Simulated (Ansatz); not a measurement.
`O=C[BH][GeH3]` + `O[SiH2]F` → `F[SiH2][O][GeH3]` + `BC=O`  (cleavage of the Ge–B bond)

Calculated with Ansatz (gas phase, PBE0-D4/def2-TZVP geometries, no zero-point term in ΔE). CCSD(T)/CBS is the MP2 limit (def2-TZVPP, def2-QZVPP) plus CCSD(T) − MP2 in def2-TZVPP, frozen cores. Functionals use def2-TZVPP. For Ge outer-core shells are correlated without core-valence functions, which leaves a few kJ/mol of doubt a bond. Scalar relativity is left out up to krypton. Each species was taken in one conformer, which may not be the lowest.

| level | ΔE (kJ/mol) | difference from CCSD(T)/CBS |
| --- | --- | --- |
| B97M-V | -36.1 | -0.7 |
| ωB97X-V | -41.3 | -5.9 |
| ωB97M-V | -39.4 | -4.0 |
| revPBE | -21.1 | 14.3 |
| PBE0 | -26.1 | 9.3 |
| r2SCAN0 | -33.9 | 1.5 |
| LC-ωPBE | -34.2 | 1.2 |
| CCSD/def2-SVP | -49.3 | -13.9 |
| MP2/def2-TZVPP | -43.3 | -7.9 |
| SCS-MP2/def2-TZVPP | -50.2 | -14.8 |
| CCSD(T)/CBS | -35.4 | 0 |

Largest T1 diagnostic among the species: 0.021, so the coupled-cluster value is less sure than usual.

From BLYP to BHLYP (50 % exact exchange), in def2-TZVPP and without D4, ΔE moves by −13.2 kJ/mol. At CCSD(T), def2-SVP lies −12.0 kJ/mol from the extrapolated value and def2-TZVPP −4.0 kJ/mol.
